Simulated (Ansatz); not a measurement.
Reaction: SiH2Cl2 (SMILES Cl[SiH2]Cl) → SiHCl2 (SMILES [SiH](Cl)Cl, doublet) + H (doublet) (the H-Si bond breaks)
Each species at its own B3LYP-D3(BJ)/def2-TZVP minimum (Ansatz, a quantum-chemistry and plane-wave program).

Total energies in hartree (Ansatz). Radicals and triplets start from unrestricted determinants; spin-orbit coupling is neglected. Cores are frozen in correlated methods. No relativity. For partners of very few electrons the exact lower level stands in for a higher one.

```tsv
species	HF/cc-pV(T+d)Z	CCSD(T)/cc-pV(T+d)Z	HF/cc-pV(Q+d)Z	CCSD(T)/cc-pV(Q+d)Z	CCSD(T)/cc-pV(D+d)Z	CCSDT(Q)/cc-pV(D+d)Z
1: SiH2Cl2 (dichlorosilane, SMILES Cl[SiH2]Cl)	-1209.26106	-1209.82762	-1209.27209	-1209.88843	-1209.63540	-1209.63708
2: SiHCl2 (SMILES Cl[SiH]Cl, doublet)	-1208.63833	-1209.17554	-1208.64894	-1209.23444	-1208.98875	-1208.99063
3: H (doublet)	-0.49981	-0.49981	-0.49995	-0.49995	-0.49928	-0.49928
```

**Question.** Work out the bond dissociation energy (electronic) in kcal/mol: take Hartree-Fock from cc-pV(Q+d)Z, extrapolate the CCSD(T) correlation energy as X^-3 (X = 3, 4), and add CCSDT(Q) - CCSD(T) in cc-pV(D+d)Z. 1 hartree = 627.51 kcal/mol.

**Answer.** 
Species 1: correlation (64·(-0.61634) - 27·(-0.56656))/37 = -0.65267; step -0.00168; E1 = -1209.27209 + (-0.65267) + (-0.00168) = -1209.92644
Species 2: correlation (64·(-0.58550) - 27·(-0.53721))/37 = -0.62074; step -0.00188; E2 = -1208.64894 + (-0.62074) + (-0.00188) = -1209.27156
Species 3: correlation (64·(0.00000) - 27·(0.00000))/37 = 0.00000; step +0.00000; E3 = -0.49995 + (0.00000) + (+0.00000) = -0.49995
-1·E1 +1·E2 +1·E3 = 0.15493 hartree = 97.2 kcal/mol.
